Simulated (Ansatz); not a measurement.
Geometry optimisation, Ansatz, UKS PBE0-D4/def2-SVP.

The input (input.yaml):

```yaml
crystal:
  periodic: [false, false, false]
  atoms:
    - { symbol: Cl, position_ang: [-1.1857, 1.17357, 1.639] }
    - { symbol: Si, position_ang: [0.11383, 0.38108, 0.30279] }
    - { symbol: Cl, position_ang: [2.0097, 0.85786, 0.83305] }
    - { symbol: Cl, position_ang: [-0.28442, 1.10136, -1.54785] }
magnetization:
  spin_polarized: true
  initial_magnetization: 1
basis:
  gaussian: { orbitals: def2-SVP }
hamiltonian:
  xc: pbe0
  dispersion: d4
relax:
  f_tol: 0.015
  max_steps: 40
```

Command:

```bash
$ ansatz run input.yaml --threads 1 --pin off --max-ram 2048MiB --backend cpu --events-out ev --progress --plain --runs-dir out
```

Where does it end, and by what steps?

The run converged. After 2 steps the energy has fallen by 0.036 eV; Cl1 moved furthest, 0.03 Å.

```
step  energy less start (eV)  largest force component (eV/Å)  accepted
   0                  0.0000                           0.785       yes
   1                 -0.0350                           0.121       yes
   2                 -0.0357                           0.011       yes
```

```xyz
4
Properties=species:S:1:pos:R:3
Cl -1.205 1.183 1.657
Si 0.111 0.359 0.304
Cl 2.035 0.863 0.838
Cl -0.289 1.110 -1.572
```

Run time: 11 s on 1 thread of Arm Neoverse V2, on a shared host, peak memory 0.2 GiB.
